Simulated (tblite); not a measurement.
Record of a relaxation.

Species: CH4AsNSi.
Atom-mapped SMILES: `[N:1]#[C:2][SiH2:3][AsH2:4]` (hydrogens: H5, H6 on Si3; H7, H8 on As4)

Computed with GFN2-xTB (tblite), gas phase: L-BFGS steps from a force-field or distance-geometry start until the largest atomic force falls under 0.01 eV/Å. 14 of its 34 geometries are shown.

Step 0: E = -302.9911 eV, largest atomic force 4.433 eV/Å
```
atom  x, y, z in Å  |  force x, y, z in eV/Å
N1      2.705   -1.277   -0.183   -2.286   1.704   0.167
C2      1.784   -0.560   -0.097    3.592  -2.588  -0.234
Si3     0.372    0.546    0.067   -1.745   1.081   0.142
As4    -1.516   -0.471   -0.841   -0.453  -0.238   0.522
H5      0.634    1.795   -0.659    0.201   0.002  -0.013
H6      0.119    0.852    1.480    0.279  -0.011   0.092
H7     -1.626   -1.451    0.380   -0.050   0.562  -0.531
H8     -2.463    0.576   -0.170    0.461  -0.512  -0.145
```

Step 3: E = -303.1364 eV, largest atomic force 0.416 eV/Å
```
atom  x, y, z in Å  |  force x, y, z in eV/Å
N1      2.706   -1.280   -0.185   -0.157   0.082  -0.016
C2      1.808   -0.572   -0.095    0.168  -0.004   0.075
Si3     0.334    0.565    0.068   -0.251  -0.011  -0.041
As4    -1.530   -0.478   -0.828   -0.275  -0.177   0.062
H5      0.640    1.797   -0.661    0.153   0.066  -0.035
H6      0.129    0.852    1.485    0.220   0.042   0.190
H7     -1.628   -1.433    0.364   -0.086   0.342  -0.221
H8     -2.450    0.559   -0.174    0.227  -0.341  -0.014
```

Step 5: E = -303.1622 eV, largest atomic force 0.335 eV/Å
```
atom  x, y, z in Å  |  force x, y, z in eV/Å
N1      2.703   -1.280   -0.187   -0.019   0.007  -0.011
C2      1.812   -0.566   -0.089   -0.223   0.205   0.068
Si3     0.315    0.566    0.066    0.096  -0.052   0.013
As4    -1.549   -0.491   -0.826    0.038  -0.053  -0.329
H5      0.652    1.801   -0.663    0.064  -0.057   0.033
H6      0.146    0.855    1.498    0.182   0.012   0.009
H7     -1.635   -1.409    0.350   -0.113   0.037   0.115
H8     -2.434    0.534   -0.174   -0.026  -0.100   0.103
```

Step 8: E = -303.1792 eV, largest atomic force 0.153 eV/Å
```
atom  x, y, z in Å  |  force x, y, z in eV/Å
N1      2.685   -1.269   -0.188    0.029  -0.007   0.003
C2      1.801   -0.548   -0.077   -0.077   0.021  -0.004
Si3     0.305    0.566    0.067   -0.035   0.006  -0.005
As4    -1.551   -0.505   -0.860    0.063   0.040   0.133
H5      0.669    1.793   -0.658    0.024  -0.004   0.002
H6      0.185    0.858    1.504    0.073   0.005  -0.011
H7     -1.656   -1.388    0.352   -0.031  -0.028  -0.057
H8     -2.428    0.503   -0.163   -0.047  -0.032  -0.062
```

Step 10: E = -303.1814 eV, largest atomic force 0.095 eV/Å
```
atom  x, y, z in Å  |  force x, y, z in eV/Å
N1      2.681   -1.265   -0.188    0.046  -0.025   0.002
C2      1.796   -0.547   -0.076   -0.081   0.026  -0.013
Si3     0.300    0.569    0.067    0.061  -0.025   0.007
As4    -1.543   -0.503   -0.857   -0.047  -0.001   0.058
H5      0.673    1.790   -0.656    0.025   0.051  -0.033
H6      0.199    0.858    1.501    0.046   0.030   0.077
H7     -1.663   -1.389    0.349   -0.008  -0.041  -0.034
H8     -2.433    0.496   -0.166   -0.042  -0.016  -0.063
```

Step 13: E = -303.1842 eV, largest atomic force 0.139 eV/Å
```
atom  x, y, z in Å  |  force x, y, z in eV/Å
N1      2.678   -1.258   -0.186   -0.032   0.015   0.004
C2      1.785   -0.548   -0.078    0.108  -0.084  -0.027
Si3     0.302    0.573    0.071   -0.005   0.085   0.059
As4    -1.539   -0.501   -0.847   -0.042  -0.037  -0.113
H5      0.682    1.792   -0.658   -0.002   0.006  -0.009
H6      0.223    0.863    1.509    0.029   0.032   0.044
H7     -1.673   -1.398    0.343    0.001  -0.047   0.042
H8     -2.448    0.487   -0.178   -0.058   0.029  -0.001
```

Step 15: E = -303.1861 eV, largest atomic force 0.071 eV/Å
```
atom  x, y, z in Å  |  force x, y, z in eV/Å
N1      2.676   -1.256   -0.185   -0.004  -0.026  -0.010
C2      1.780   -0.551   -0.082    0.068  -0.018  -0.005
Si3     0.303    0.581    0.078   -0.049   0.031   0.028
As4    -1.540   -0.502   -0.847    0.017  -0.005  -0.051
H5      0.689    1.794   -0.661   -0.021  -0.024   0.018
H6      0.245    0.870    1.519    0.012   0.028  -0.003
H7     -1.681   -1.408    0.340    0.010   0.002   0.015
H8     -2.464    0.481   -0.188   -0.034   0.013   0.007
```

Step 18: E = -303.1866 eV, largest atomic force 0.050 eV/Å
```
atom  x, y, z in Å  |  force x, y, z in eV/Å
N1      2.677   -1.259   -0.186   -0.008  -0.015  -0.010
C2      1.782   -0.550   -0.082   -0.011   0.025   0.006
Si3     0.301    0.582    0.081    0.028  -0.042   0.000
As4    -1.540   -0.503   -0.850   -0.001   0.014   0.026
H5      0.688    1.793   -0.659   -0.018  -0.006   0.010
H6      0.249    0.874    1.521    0.003   0.023   0.004
H7     -1.681   -1.409    0.340    0.012   0.016  -0.018
H8     -2.468    0.481   -0.190   -0.004  -0.016  -0.019
```

Step 20: E = -303.1870 eV, largest atomic force 0.051 eV/Å
```
atom  x, y, z in Å  |  force x, y, z in eV/Å
N1      2.675   -1.263   -0.188   -0.024   0.012  -0.008
C2      1.786   -0.549   -0.082   -0.015  -0.005   0.008
Si3     0.301    0.580    0.085    0.048  -0.015   0.006
As4    -1.538   -0.501   -0.850   -0.013   0.007   0.017
H5      0.685    1.791   -0.657   -0.013   0.005  -0.001
H6      0.255    0.881    1.524   -0.002   0.009   0.003
H7     -1.680   -1.408    0.338    0.004   0.006  -0.009
H8     -2.475    0.478   -0.194    0.015  -0.018  -0.016
```

Step 23: E = -303.1872 eV, largest atomic force 0.018 eV/Å
```
atom  x, y, z in Å  |  force x, y, z in eV/Å
N1      2.674   -1.264   -0.190    0.000  -0.007  -0.010
C2      1.785   -0.549   -0.082   -0.004  -0.012   0.007
Si3     0.303    0.580    0.087   -0.010   0.014   0.004
As4    -1.538   -0.500   -0.849    0.016  -0.004  -0.007
H5      0.683    1.790   -0.656   -0.007   0.006  -0.003
H6      0.259    0.885    1.525   -0.002   0.004   0.003
H7     -1.680   -1.408    0.337    0.000   0.000   0.003
H8     -2.478    0.476   -0.197    0.008  -0.001   0.002
```

Step 25: E = -303.1873 eV, largest atomic force 0.030 eV/Å
```
atom  x, y, z in Å  |  force x, y, z in eV/Å
N1      2.672   -1.265   -0.192    0.006  -0.016  -0.007
C2      1.784   -0.551   -0.080   -0.003   0.003   0.002
Si3     0.305    0.581    0.089   -0.030  -0.001  -0.005
As4    -1.536   -0.500   -0.850    0.027  -0.009  -0.003
H5      0.681    1.791   -0.656    0.001   0.009  -0.004
H6      0.260    0.887    1.526   -0.001   0.005   0.011
H7     -1.680   -1.408    0.336    0.002  -0.002   0.001
H8     -2.477    0.474   -0.198   -0.001   0.010   0.005
```

Step 28: E = -303.1874 eV, largest atomic force 0.015 eV/Å
```
atom  x, y, z in Å  |  force x, y, z in eV/Å
N1      2.670   -1.268   -0.196   -0.015  -0.001   0.001
C2      1.783   -0.552   -0.078   -0.002   0.011  -0.007
Si3     0.304    0.582    0.092    0.002  -0.001   0.002
As4    -1.531   -0.501   -0.850   -0.001  -0.007   0.004
H5      0.677    1.793   -0.656    0.006  -0.001   0.002
H6      0.260    0.891    1.528   -0.002   0.001   0.003
H7     -1.679   -1.407    0.336    0.005  -0.007   0.001
H8     -2.475    0.473   -0.200    0.007   0.004  -0.005
```

Step 30: E = -303.1875 eV, largest atomic force 0.022 eV/Å
```
atom  x, y, z in Å  |  force x, y, z in eV/Å
N1      2.667   -1.270   -0.197   -0.016   0.003   0.001
C2      1.782   -0.552   -0.078    0.001   0.004  -0.006
Si3     0.304    0.583    0.092    0.014   0.015   0.009
As4    -1.529   -0.502   -0.850   -0.015   0.001   0.000
H5      0.677    1.793   -0.656    0.002  -0.008   0.007
H6      0.260    0.892    1.530   -0.002  -0.002  -0.008
H7     -1.678   -1.408    0.336    0.003  -0.007   0.005
H8     -2.474    0.473   -0.201    0.011  -0.006  -0.009
```

Step 33: E = -303.1876 eV, largest atomic force 0.009 eV/Å
```
atom  x, y, z in Å  |  force x, y, z in eV/Å
N1      2.660   -1.273   -0.201   -0.001  -0.003   0.000
C2      1.780   -0.550   -0.078    0.003  -0.003  -0.001
Si3     0.304    0.586    0.096    0.001   0.008   0.000
As4    -1.525   -0.505   -0.849   -0.002   0.005  -0.002
H5      0.676    1.794   -0.655    0.002   0.002   0.005
H6      0.261    0.896    1.532   -0.002  -0.002  -0.005
H7     -1.675   -1.411    0.337    0.001   0.001   0.006
H8     -2.470    0.472   -0.205   -0.002  -0.008  -0.003
```

Problem. Summarise the path.

Solution. The energy falls by 18.95 kJ/mol from step 0 to step 33; nine tenths of that is first reached at step 6. It rises by more than 0.2 meV at step 1. The largest force goes from 4.433 to 0.009 eV/Å. Among the bonds As4–H7 changes most (a near tie, within 0.001 Å, with another), from 1.570 to 1.500 Å; the atoms move by 0.083 Å rms after alignment.

Problem. Follow the three bonds and two angles with the largest change from start to end.

Solution. 
| step | E above end (kJ/mol) | largest force (eV/Å) | As4–H7 (Å) | C2–Si3 (Å) | As4–H8 (Å) | As4–Si3–H6 (°) | C2–Si3–H6 (°) |
| --- | --- | --- | --- | --- | --- | --- | --- |
| 0 | 18.95 | 4.433 | 1.570 | 1.801 | 1.563 | 109.1 | 110.5 |
| 1 | 52.50 | 13.339 | 1.551 | 1.893 | 1.548 | 110.0 | 109.1 |
| 3 | 4.94 | 0.416 | 1.530 | 1.868 | 1.532 | 110.5 | 108.4 |
| 4 | 2.90 | 0.397 | 1.496 | 1.885 | 1.506 | 111.5 | 107.1 |
| 6 | 1.19 | 0.203 | 1.497 | 1.872 | 1.501 | 113.4 | 105.7 |
| 7 | 1.02 | 0.152 | 1.500 | 1.871 | 1.503 | 113.8 | 105.4 |
| 9 | 0.71 | 0.126 | 1.503 | 1.872 | 1.507 | 114.8 | 104.7 |
| 10 | 0.60 | 0.095 | 1.502 | 1.871 | 1.506 | 115.1 | 104.4 |
| 11 | 0.52 | 0.099 | 1.499 | 1.870 | 1.504 | 115.3 | 104.2 |
| 13 | 0.32 | 0.139 | 1.496 | 1.865 | 1.500 | 115.9 | 103.9 |
| 14 | 0.21 | 0.134 | 1.497 | 1.865 | 1.500 | 116.3 | 103.7 |
| 16 | 0.12 | 0.034 | 1.501 | 1.869 | 1.503 | 116.9 | 103.5 |
| 17 | 0.10 | 0.032 | 1.502 | 1.871 | 1.504 | 117.0 | 103.5 |
| 19 | 0.07 | 0.061 | 1.502 | 1.873 | 1.506 | 117.3 | 103.5 |
| 20 | 0.05 | 0.051 | 1.501 | 1.873 | 1.506 | 117.6 | 103.6 |
| 22 | 0.04 | 0.018 | 1.500 | 1.871 | 1.505 | 117.7 | 103.7 |
| 23 | 0.04 | 0.018 | 1.500 | 1.870 | 1.504 | 117.7 | 103.7 |
| 24 | 0.03 | 0.026 | 1.500 | 1.870 | 1.503 | 117.7 | 103.8 |
| 26 | 0.02 | 0.026 | 1.500 | 1.871 | 1.503 | 117.9 | 103.8 |
| 27 | 0.02 | 0.014 | 1.500 | 1.871 | 1.504 | 117.9 | 103.8 |
| 29 | 0.01 | 0.016 | 1.500 | 1.871 | 1.505 | 118.0 | 103.9 |
| 30 | 0.01 | 0.022 | 1.500 | 1.871 | 1.505 | 118.0 | 103.9 |
| 32 | 0.00 | 0.021 | 1.500 | 1.870 | 1.505 | 118.2 | 104.0 |
| 33 | 0.00 | 0.009 | 1.500 | 1.870 | 1.504 | 118.2 | 104.0 |

What follows is the cost of the whole relaxation. The run took 0.1 s on one thread of an Arm Neoverse V2, shared host.
